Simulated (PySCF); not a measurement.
# Hartree-Fock beside MP2: AlBFH2O cation

These are calculations, not measurements. They come from PySCF 2.14.0, an open-source quantum chemistry program, on an isolated molecule that a program drew, which may never have been made. The molecule is AlBFH2O cation (charge +1, singlet), drawn as the SMILES string `B[O][Al+][F]`.

The geometry was optimised and harmonic frequencies were computed with HF and MP2, all in the cc-pV(D+d)Z basis, for the commonest isotopes, with a restricted reference for singlets and an unrestricted one otherwise, and a frozen core in MP2. Each result is a local minimum of its method.

Geometry at the HF minimum:
```xyz
6
AlBFH2O cation, angstrom
B    -3.0198    0.0744    0.6308
O    -2.2791    0.7903   -0.3309
Al   -1.4404    1.6008   -1.4195
F    -0.5993    2.4135   -2.5109
H    -2.5480   -0.0058    1.7182
H    -4.0539   -0.3887    0.2733
```

Lengths of the bonds as drawn, in Å (atoms numbered as above):
| bond | HF | MP2 |
|---|---|---|
| B1-O2 | 1.409 | 1.422 |
| O2-Al3 | 1.595 | 1.623 |
| Al3-F4 | 1.600 | 1.628 |
| B1-H5 | 1.188 | 1.195 |
| B1-H6 | 1.188 | 1.195 |

Rotational constants, in GHz:
```
constant     HF    MP2
       A  222.8    218
       B  2.561  2.487
       C  2.532  2.459
```

Harmonic frequencies in cm^-1, each column in rising order, so a row needn't be the same motion in every method:
| rank | HF | MP2 |
|---|---|---|
| 1 | 103 | 66 |
| 2 | 112 | 91 |
| 3 | 204 | 165 |
| 4 | 230 | 194 |
| 5 | 641 | 606 |
| 6 | 1023 | 974 |
| 7 | 1039 | 984 |
| 8 | 1127 | 1079 |
| 9 | 1329 | 1270 |
| 10 | 1366 | 1303 |
| 11 | 2759 | ? |
| 12 | 2885 | 2840 |

**Estimate the missing MP2 frequency from the HF column.**

A single factor s that minimises the squared misfit of MP2 against s times HF over the other rows is sum(HF x MP2) / sum(HF^2) = 0.9685, with an rms misfit of 26 cm^-1. For rank 11 it gives 0.9685 x 2759 = 2672 cm^-1. The calculation gives 2700 cm^-1, 28 cm^-1 above the estimate. The drawn bonds are on average 1.1 % longer in MP2 than in HF.
